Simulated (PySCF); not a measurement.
**Calculated NMR parameters of Isothiocyanate diacetylene**

| Property | Result |
| --- | --- |
| Formula | C5HNS |
| SMILES | C#CC#CN=C=S |
| InChI | InChI=1S/C5HNS/c1-2-3-4-6-5-7/h1H |
| Point group of the computed structure | C∞v |
| Degrees of unsaturation | 6 |
| Carbon signals | 5 |
| Proton signals | 1 |

Atom-mapped SMILES (the numbers label the heavy atoms): `[CH:1]#[C:2][C:3]#[C:4][N:5]=[C:6]=[S:7]`. Each H is labelled by its parent atom.

- σ from GIAO-B97-2/pcSseg-2
- PBE0-D3(BJ)/def2-TZVP structure
- program: PySCF 2.14
- no relativistic terms, gas phase, one computed conformer

Shifts are taken against calculated references (same method and geometry level): TMS for ¹H (σ = 31.64 ppm) and ¹³C (σ = 185.38 ppm); ¹⁵N (σ = 261.75 ppm) vs NH3; CS2 for ³³S (σ = 517.10 ppm).

| carbon | δC, type | δH (multiplicity) | HMBC from (2–3 bonds) | span of the C tensor (ppm) |
| --- | --- | --- | --- | --- |
| C1 | 67.2, CH | 1.19 (s) | – | 245 |
| C2 | 72.7, C | – | H(C1) | 264 |
| C3 | 40.3, C | – | H(C1) | 217 |
| C4 | 58.2, C | – | – | 246 |
| C6 | 119.7, C | – | – | 339 |

Other nuclei:
```json
{"atoms": "N5", "nucleus": "¹⁵N", "environment": "heterocumulene nitrogen", "δ (ppm)": "95.1", "σ (ppm)": "166.6"}
{"atoms": "S7", "nucleus": "³³S", "environment": "thione sulfur", "δ (ppm)": "-225", "σ (ppm)": "742.2"}
```

1. Carbon types of the structure: 4 × C, 1 × CH, which accounts for all hydrogens.
2. δC 119.7: central carbon of a heterocumulene.
3. δC 72.7, 58.2, 40.3: alkyne carbon; sp carbons lie upfield of alkene carbons because the cylindrical π system leaves one tensor component strongly shielded.
4. δC 67.2: terminal alkyne carbon; sp carbons lie upfield of alkene carbons because the cylindrical π system leaves one tensor component strongly shielded.
5. δH 1.19: hydrogen on a terminal alkyne carbon; it lies on the axis of the triple bond, in its shielding cone.

Shifts are as computed. Against solution values, carbons near 30 ppm lie about +3 ppm off and those near 130 ppm about +7 ppm. Of 1211 compounds with measured shifts, 218 miss one by over three times the rms of a fit or turn the order of signals round; such compounds aren't used in these exercises. Experimental scales use liquid or dissolved standards, which lie at an offset from isolated NH3 (liquid NH3: subtract about 20 ppm).
